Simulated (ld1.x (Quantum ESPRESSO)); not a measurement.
# iron: variants of one TM potential

Base potential:

iron, norm-conserving Troullier–Martins (Kleinman–Bylander form), made with ld1.x (Quantum ESPRESSO) 7.5 (LDA (PZ), scalar-relativistic). Core [Ne] 3s2, reference 3p6 3d5 4s0 4p0 (charge +3). Waves: 4s (bound, empty): rc 2.05 bohr; 3d (bound): rc 1.85 bohr; 3p (bound): rc 0.75 bohr. Local part: the p channel. Core correction: none.

All-electron outer shells of the reference configuration (LDA (PZ), scalar-relativistic, ld1.x):

```
shell  level (eV)  outermost node (bohr)  outermost maximum (bohr)
   3s     -130.71                   0.33                      0.70
   3p      -96.90                   0.30                      0.71
   3d      -43.51                      –                      0.69
   4s      -31.33                   0.98                      2.00
   4p      -24.05                   1.05                      2.26
```

Cutoffs, loose and tight: the cutoffs (Ry, on a coarse ladder) from which the occupation-weighted sum of valence levels, in a spherical-Bessel basis at the reference potential, stays within 10 and 1 mRy of its value at 400 Ry. They do not see the model core or the augmentation charge, which bear on the density cutoff. Test errors are all-electron minus pseudo excitation energies from the reference, over the configurations 3p6 3d6 4s2 4p0; 3p6 3d6 4s1 4p0; 3p6 3d6 4s0 4p0; 3p5 3d6 4s2 4p0; 3p6 3d6 4s0 4p2; 3p6 3d6 4s1.5 4p0; 3p6 3d4 4s0 4p0 (two spin-polarised tests are not counted in the largest error). A dash means not determined; rows that change the core or the reference have their own tests. The largest error is taken over the tests solved by every variant that gives reliable tests at all: 3p6 3d4 4s0 4p0; 3p6 3d6 4s0 4p0; 3p6 3d6 4s0 4p2.

A true bound ghost makes a file unfit for plane-wave use even where its test errors are small: the radial tests pick states by their node count and pass the ghost by.

Cutoffs are not given where the Bessel-basis levels miss the radial ones by over 6 mRy, ghosts where they miss by over 20 mRy; a channel whose overlap is not positive is not tested.

| change | outcome | cutoff, loose | cutoff, tight | bound ghosts | largest test error (meV) |
| --- | --- | --- | --- | --- | --- |
| base | generated | 140 Ry | 260 Ry | s | +190 |
| wave 3d (bound): rc 1.85 bohr becomes 3d (bound): rc 2.04 bohr | generated | 140 Ry | 260 Ry | s | +311 |
| core correction a·sin(br)/r model core inside 0.74 bohr | generated | 140 Ry | 260 Ry | s | +161 |
| reference 3p6 3d6 4s2 4p0 | generated | 140 Ry | 260 Ry | s | -390 |
| wave 3p (bound): rc 0.75 bohr becomes 3p (bound): rc 0.52 bohr | generated | – | – | not determined | +192 |
| local potential the s channel | generated | 140 Ry | 260 Ry | none | -1686 |
| all radii scaled by about 1.11 (s 2.28, p 0.84, d 2.06 bohr) | generated | 140 Ry | 260 Ry | s | +311 |

What comes out with this change to the base: core [Ar], valence charge 8; reference 3d6 4s2 4p0; waves now 4p (bound): rc 3.05 bohr; 3d (bound): rc 1.85 bohr; 4s (bound): rc 2.05 bohr; local potential the s channel; core correction a·sin(br)/r model core, default radius (core density twice the valence density)?

outcome: generated; cutoff, loose: 80 Ry; cutoff, tight: 140 Ry; bound ghosts: none; largest test error (meV): -388 over the solved tests; 3 of 9 tests not solved or not reliable.
